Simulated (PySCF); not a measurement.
Vertical excitation energies

Compound: C4H9NOSi.
Z-matrix (Å and degrees, GFN2-xTB geometry), rows numbered from 1:
```
O 
C   1  1.2001
C   2  1.4971  1  126.21
C   3  1.5273  2  113.63  1     7.43
N   4  1.4496  3  106.19  2  -162.62
Si  5  1.7129  4  114.81  3    29.98
C   3  1.5376  2  108.82  1  -112.82
H   2  1.1099  1  120.78  3  -177.08
H   3  1.0944  2  108.93  1   129.54
H   4  1.0979  3  109.42  2   -41.26
H   4  1.0943  3  110.83  2    77.66
H   5  1.0054  4  114.66  3  -172.48
H   6  1.4646  5  110.12  4  -124.11
H   6  1.4666  5  117.09  4   106.96
H   7  1.0903  3  109.59  2    40.76
H   7  1.0869  3  110.91  2   -77.51
```

Method used: PySCF 2.14.0, density-fitted response routines, TDDFT PBE0/def2-SVPD, vertical, gas phase, core orbitals frozen in the response.

| state | E (eV) | λ (nm) | ν̃ (cm⁻¹) | f | \|μ\| (D) | main configurations (H = HOMO, L = LUMO) |
| --- | --- | --- | --- | --- | --- | --- |
| S1 | 4.25 | 291.7 | 34290 | 0.0015 | 0.31 | H-1→L (65%), H→L (30%) |
| S2 | 5.04 | 246.2 | 40620 | 0.0006 | 0.18 | H→L (68%), H-1→L (29%) |
| S3 | 5.81 | 213.5 | 46840 | 0.0069 | 0.56 | H→L+1 (95%) |
| S4 | 6.08 | 203.9 | 49030 | 0.0088 | 0.62 | H→L+2 (94%) |
| S5 | 6.81 | 182.0 | 54940 | 0.011 | 0.66 | H→L+3 (72%), H→L+5 (12%), H-1→L+2 (9%) |
| S6 | 6.90 | 179.6 | 55690 | 0.019 | 0.86 | H-1→L+2 (57%), H→L+4 (22%) |
| S7 | 7.02 | 176.5 | 56660 | 0.028 | 1.02 | H→L+4 (55%), H-2→L (15%), H-1→L+2 (8%) |
| S8 | 7.04 | 176.1 | 56780 | 0.044 | 1.29 | H-1→L+1 (83%) |

Triplets, Tamm–Dancoff:

| state | E (eV) | λ (nm) | main configurations (H = HOMO, L = LUMO) |
| --- | --- | --- | --- |
| T1 | 3.64 | 340.2 | H-1→L (74%), H→L (20%) |
| T2 | 4.95 | 250.6 | H→L (76%), H-1→L (18%) |
| T3 | 5.56 | 223.2 | H→L+1 (89%) |

The lowest singlet comes at 292 nm (410 kJ/mol) in the ultraviolet; it is very weak; its leading configuration is HOMO-1→LUMO (65%). The strongest level in the table is S8 at 7.04 eV (176 nm, f = 0.044). It is the last of those listed, so stronger ones may follow. Löwdin shares by element: HOMO nitrogen 51%, carbon 10% or more, silicon 9%, oxygen 6% (atoms not listed hold the other 24%); LUMO carbon 44% or more, oxygen 32%, hydrogen 6% or more (atoms not listed hold the other 17%). Weighted by f, the mean energy of these states is 6.81 eV. Orbital energies (eV): HOMO-3 -9.55, HOMO-2 -9.09, HOMO-1 -7.49, HOMO -6.74, LUMO -0.82, LUMO+1 0.42, LUMO+2 0.49. The oscillator strengths of these states sum to 0.120; summed over the whole spectrum of an exact calculation they would give the number of electrons, 62 (Thomas–Reiche–Kuhn). The window holds the lowest 8 singlets.

One conformer stands for the species.
